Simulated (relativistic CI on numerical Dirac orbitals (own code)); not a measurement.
## One change at a time: Er XLIII

Base calculation: Dirac-Coulomb-Breit CI, orbitals from a KLI potential per configuration, model QED, unscaled Slater integrals.

Configurations in the expansion (outside the closed core [Ne]): 3s2 3p6 3d8, 3s2 3p5 3d9, 3s2 3p4 3d10, 3s 3p6 3d9, 3p6 3d10, 3s 3p5 3d10, 3s2 3p6 3d7 4s, 3s2 3p6 3d7 4p, 3s2 3p4 3d9 4s, 3s2 3p6 3d7 4d, 3s2 3p4 3d9 4p, 3s2 3p5 3d8 4s, 3s2 3p6 3d7 4f, 3s2 3p4 3d9 4d, 3s 3p5 3d9 4s, 3s2 3p5 3d8 4p, 3s 3p5 3d9 4p, 3s2 3p6 3d6 4s2, 3s2 3p5 3d8 4d, 3s 3p6 3d8 4s, 3s 3p5 3d9 4d, 3s2 3p6 3d6 4s 4p, 3p6 3d9 4s, 3s2 3p5 3d8 4f, 3s2 3p6 3d7 5s, 3s2 3p6 3d6 4p2, 3s 3p6 3d8 4p, 3p6 3d9 4p, 3s2 3p6 3d6 4s 4d, 3s2 3p6 3d7 5p, 3s2 3p6 3d7 5d, 3s2 3p5 3d7 4s2, 3s2 3p6 3d6 4p 4d, 3p6 3d9 4d, 3s 3p6 3d8 4d, 3s2 3p6 3d7 5f. Levels of other configurations are missing.

Variants: (1) valence Slater integrals scaled by 0.9; (2) QED terms removed; (3) configuration mixing switched off. Shifts of the energy above 3s2 3p6 3d8 3F_4, in eV, for the lowest level and the first level of each name with at least 55 % of one term (blank where a level changes its place among those of its configuration and J or its character, or is not in the variant):

| Level | Base | Δ(1) | Δ(2) | Δ(3) |
| --- | --- | --- | --- | --- |
| 3s2 3p6 3d8 3F_4 | 0.000 | 0.000 | 0.000 | 0.000 |
| 3s2 3p6 3d8 3P_0 | 25.127 | -2.163 | -0.002 | +1.314 |
| 3s2 3p6 3d8 3F_3 | 42.555 | +0.185 | -0.119 | -0.021 |
| 3s2 3p6 3d8 3P_1 | 55.645 | -1.032 | -0.119 | +0.424 |
| 3s2 3p6 3d8 1G_4 | 56.325 | -1.292 | -0.118 | +0.035 |
| 3s2 3p6 3d8 3F_2 | 91.463 | -0.240 | -0.238 | +0.279 |
| 3s2 3p6 3d8 1S_0 | 113.766 | -2.453 | -0.234 | +1.394 |
| 3s2 3p5 3d9 3F°_4 | 365.555 | +1.067 | +0.381 | -0.460 |
| 3s2 3p5 3d9 1D°_2 | 373.926 | +0.392 | +0.379 | +0.128 |
| 3s2 3p5 3d9 3D°_3 | 387.765 | -0.805 | +0.373 | +0.330 |
| 3s2 3p5 3d9 3D°_2 | 422.206 | -0.240 | +0.263 | +0.214 |
| 3s2 3p5 3d9 3P°_0 | 428.342 | -0.736 | +0.262 | +0.446 |
| 3s2 3p5 3d9 3F°_3 | 430.915 | -1.115 | +0.267 | -0.134 |
| 3s2 3p5 3d9 3F°_2 | 616.496 | +0.509 | +0.007 | -0.210 |
| 3s2 3p4 3d10 3P_2 | 754.559 | +0.612 | +0.972 | +6.049 |
| 3s2 3p4 3d10 1S_0 | 777.859 | -1.925 | +0.758 | +0.533 |
| 3s 3p6 3d9 3D_3 | 787.483 | +0.033 | +3.115 | +0.913 |
| 3s 3p6 3d9 3D_2 | 798.838 | -0.898 | +2.928 | -0.902 |
| 3s 3p6 3d9 3D_1 | 832.496 | +0.022 | +2.995 | +0.900 |
| 3s 3p6 3d9 1D_2 | 840.793 | -0.848 | +2.871 | +1.873 |
| 3s2 3p4 3d10 3P_1 | 961.855 | +0.216 | +0.502 | +0.712 |
| 3s2 3p4 3d10 1D_2 | 976.178 | -1.783 | +0.597 | -4.741 |

At this charge energies of transitions that change n are usually good to better than 1 %, and those within a shell (Δn = 0) to a few per cent.

Ionisation energy from the two ground configurations alone: base 3381.37 eV. The NIST ASD value (theoretical) is 3381 eV.

LS names give the leading component of a level, which can be under half, so a name can repeat, a term be missing and a line seem to break the LS rules.
